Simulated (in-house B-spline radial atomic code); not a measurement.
A radial electron density 4πr²n(r) was computed for an atom or ion in its tabulated ground configuration with an all-electron radial atomic-structure program (B-spline basis); method: non-relativistic LC-wPBE, spin-polarised, spherical fractional occupations, exact exchange averaged over the configuration. Columns: r (bohr), 4πr²n(r) (electrons per bohr), bar.

```
  0.0014    1.478 #
 0.00169    2.096 #
 0.00206    3.011 ##
  0.0025    4.258 ###
 0.00304    5.991 ####
 0.00369    8.315 #####
 0.00448     11.4 #######
 0.00544    15.39 #########
 0.00661    20.41 ############
 0.00802     26.4 ################
 0.00974    33.29 ####################
  0.0118    40.51 ########################
  0.0144    47.71 #############################
  0.0175    53.46 ################################
  0.0212    56.81 ##################################
  0.0257    57.23 ###################################
  0.0313    54.87 #################################
   0.038    51.42 ###############################
  0.0461    49.61 ##############################
   0.056    52.06 ###############################
   0.068    59.29 ####################################
  0.0826    68.18 #########################################
     0.1    72.89 ############################################
   0.122    69.12 ##########################################
   0.148    58.85 ####################################
    0.18    50.03 ##############################
   0.218    49.91 ##############################
   0.265    56.06 ##################################
   0.322    57.65 ###################################
   0.391     47.4 #############################
   0.475    30.39 ##################
   0.577    18.06 ###########
   0.701    15.01 #########
   0.851    15.88 ##########
    1.03    14.21 #########
    1.26    9.118 ######
    1.52     4.39 ###
    1.85    1.461 #
    2.25   0.3418 
    2.73  0.05497 
    3.32 0.005265 
    4.03 0.0002808
```

**Question.** Which atom or ion is it?
A. Pd5+
B. Pd7+
C. Ag6+
D. Pd6+

**Answer.** D. The area under the curve, ∫4πr²n dr = ∫r·4πr²n d(ln r) on this logarithmic grid, is 40 electrons, which only this option has. The configuration is [Kr] 4d4.
